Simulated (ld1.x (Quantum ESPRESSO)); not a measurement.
**Ni (Z = 28): PAW pseudisation with LDA (PZ), fully relativistic reference atom.**

nickel (Ni), PAW, made with ld1.x (Quantum ESPRESSO) 7.5 (LDA (PZ), fully relativistic). Core [Ne], reference 3s2 3p6 3d8 4s0.5 4p0 (charge +1.5). Waves: 3s (bound): rcut 1.00, rcutus 1.10 bohr; 4s (bound): rcut 1.00, rcutus 1.10 bohr; 3p (bound): rcut 1.05, rcutus 1.20 bohr; 4p (bound, empty): rcut 1.05, rcutus 1.20 bohr; 3d (bound): rcut 1.15, rcutus 1.60 bohr; 3d channel at 0.6 Ry: rcut 1.15, rcutus 1.60 bohr. Local part: all-electron potential smoothed inside 0.85 bohr (lloc = -1). Core correction: Bessel-smoothed model core inside 1.10 bohr. Augmentation charge: BESSEL, radius 1.10 bohr.

Open shells are filled in proportion to 2j + 1 (rel_dist='average').

All-electron outer shells of the reference configuration (LDA (PZ), scalar-relativistic, ld1.x):

| shell | level (eV) | outermost node (bohr) | outermost maximum (bohr) |
| --- | --- | --- | --- |
| 2p | -858.30 | – | 0.16 |
| 3s | -124.83 | 0.30 | 0.64 |
| 3p | -85.61 | 0.27 | 0.65 |
| 3d | -23.35 | – | 0.63 |
| 4s | -17.65 | 0.92 | 2.05 |
| 4p | -11.42 | 0.99 | 2.50 |

Task: Does the generator finish with these settings?

Result: Yes, a potential is produced and its reference levels are reproduced.

Task: Tests: 3s2 3p6 3d8 4s2 4p0; 3s2 3p6 3d8 4s1 4p0; 3s2 3p6 3d8 4s0 4p0; 3s2 3p6 3d7 4s2 4p0; 3s2 3p6 3d8 4s0 4p1; 3s1 3p6 3d8 4s2 4p0; 3s2 3p6 3d9 4s1 4p0. Which has the largest error in its energy relative to the reference configuration, and how large is it?

Result: 3s2 3p6 3d9 4s1 4p0, with +26 meV (all-electron minus pseudo) on -19.02 eV.

The ghost test of this file was not conclusive.
